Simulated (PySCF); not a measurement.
CoI2(H2O)2 (doublet state).
Bonds: Co1–I2, Co1–I3, Co1–O4, Co1–O7. Hydrogens: H5, H6 on O4; H8, H9 on O7.

Method used: PBE0-D3(BJ)/def2-SVP geometry optimisation, gas phase, def2 core potentials past Kr (PySCF 2.14.0).

**Question.** How far are the bound atoms from Co1?

**Answer.** 4 atoms: O4 2.069 Å, O7 2.070 Å, I3 2.522 Å, I2 2.525 Å. The nearest atom not counted as bound is H8, at 2.55 Å (others tie with it).

**Question.** List the angles at Co1.

**Answer.** 
| angle | degrees | distance of the outer atoms (Å) |
| --- | --- | --- |
| I2–Co1–I3 | 136.5 | 4.69 |
| O4–Co1–O7 | 116.2 | 3.51 |
| I3–Co1–O7 | 102.5 | 3.59 |
| I2–Co1–O4 | 101.9 | 3.58 |
| I3–Co1–O4 | 100.7 | 3.55 |
| I2–Co1–O7 | 100.1 | 3.53 |

**Question.** Describe the arrangement about Co1 in numbers.

**Answer.** Angles from 100.1° to 136.5°; τ4 = (360° − α − β)/141° = 0.76 with α and β the two widest (0 for a square, 1 for a tetrahedron).

**Question.** What are the other bond lengths?

**Answer.** O4–H5 and 3 like bonds 0.968 Å.

Charge 0, doublet. ⟨S²⟩ = 1.754 (exact for a doublet: 0.75). Stationary, but not proved a minimum.
